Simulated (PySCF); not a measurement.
PySCF 2.14 output of an unrestricted PBEsol calculation on a single atom or ion in aug-cc-pVTZ-PP with one added diffuse shell each of s, p, d, f, g type with ECP60MDF (7s7p6d4f3g, 113 functions), with scalar relativity through the core potential:

```
SCF conv_tol = 1e-09
number electrons alpha = 10  beta = 8
    J. P. Perdew, A. Ruzsinszky, G. I. Csonka, O. A. Vydrov, G. E. Scuseria, L. A. Constantin, X. Zhou, and K. Burke.,  Phys. Rev. Lett. 100, 136406 (2008)
    J. P. Perdew, A. Ruzsinszky, G. I. Csonka, O. A. Vydrov, G. E. Scuseria, L. A. Constantin, X. Zhou, and K. Burke.,  Phys. Rev. Lett. 100, 136406 (2008)
cycle= 1 E= -119.068167666055  delta_E= -0.0131  |g|= 0.115  |ddm|= 0.318
cycle= 2 E= -119.063844826568  delta_E= 0.00432  |g|= 0.163  |ddm|= 0.198
cycle= 3 E= -119.072893768397  delta_E= -0.00905  |g|= 0.00611  |ddm|= 0.101
cycle= 4 E= -119.072905532543  delta_E= -1.18e-05  |g|= 0.000468  |ddm|= 0.00834
cycle= 5 E= -119.07290561115  delta_E= -7.86e-08  |g|= 0.000204  |ddm|= 0.00146
cycle= 6 E= -119.072905630417  delta_E= -1.93e-08  |g|= 1.07e-05  |ddm|= 0.000283
cycle= 7 E= -119.072905630515  delta_E= -9.82e-11  |g|= 9.24e-07  |ddm|= 3.69e-05
converged SCF energy = -119.072905630515  <S^2> = 2.0007329  2S+1 = 3.0004886
```

The run itself started from symmetry-adapted Hartree-Fock orbitals and held the occupation by maximum overlap, on a logarithmic radial grid, so the iterations belong to that start.

**Question.** Which element, charge and spin multiplicity is this?

**Answer.** Pt (platinum, neutral), multiplicity 3; the state was [Xe] 4f14 5d9 6p1, one real determinant (an excited configuration).

⟨L²⟩ = 8.11 against 12 for a pure F term, so this real determinant mixes terms. Energies and moments cover only the electrons outside the core potential. Spin-orbit coupling, absent here, splits the open shell strongly.
